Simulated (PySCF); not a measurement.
Gas-phase reaction: 2 HfCl3OH + H2O + O ⇌ 2 HfCl2(OH)2 + 2 Cl

Computed with PySCF and rigid-rotor harmonic-oscillator thermochemistry at 1 bar. † marks an energy on the PBE0/def2-TZVP geometry and frequencies; other levels use their own. MP2 freezes the core. Open shells (unrestricted): O (multiplicity 3, electronic degeneracy 9), Cl (multiplicity 2, electronic degeneracy 6); the rest are closed-shell singlets. Spin-orbit splitting is ignored; it lowers the true energy and changes the entropy of O, Cl. Hf: scalar-relativistic def2 core potential, no spin-orbit coupling. HfCl3OH, HfCl2(OH)2: computed as isolated molecules; such fragments, hydroxides, amides, oligomers or adducts are transient or little studied in the gas. MP2 isn't extrapolated to the basis-set limit; its ΔH°(298 K) is -54.9 kJ in def2-SVP and -25.3 kJ in def2-TZVPP. The harmonic model lacks anharmonicity and excited electronic states, which grow with temperature; levels with a mode under 35 cm⁻¹ are left out. Soft modes under 120 cm⁻¹ make the harmonic entropy rough for HfCl3OH, HfCl2(OH)2.

ΔH° and ΔS° at 298 K: M06-2X/def2-TZVP† -21 kJ, 4 J/K; MP2/def2-SVP† -55 kJ, 4 J/K; PBE/def2-SVP -50 kJ, -3 J/K.

Question: With the heat capacities included, give log10 K (1 bar) at 800, 1000, 1200, 1600, 1800 K from M06-2X/def2-TZVP†, MP2/def2-SVP†, PBE/def2-SVP.

Answer: 
| T (K) | M06-2X/def2-TZVP† | MP2/def2-SVP† | PBE/def2-SVP |
|---|---|---|---|
| 800 | 1.9 | 4.1 | 3.4 |
| 1000 | 1.7 | 3.5 | 2.8 |
| 1200 | 1.6 | 3.1 | 2.5 |
| 1600 | 1.6 | 2.7 | 2.1 |
| 1800 | 1.6 | 2.5 | 2.0 |
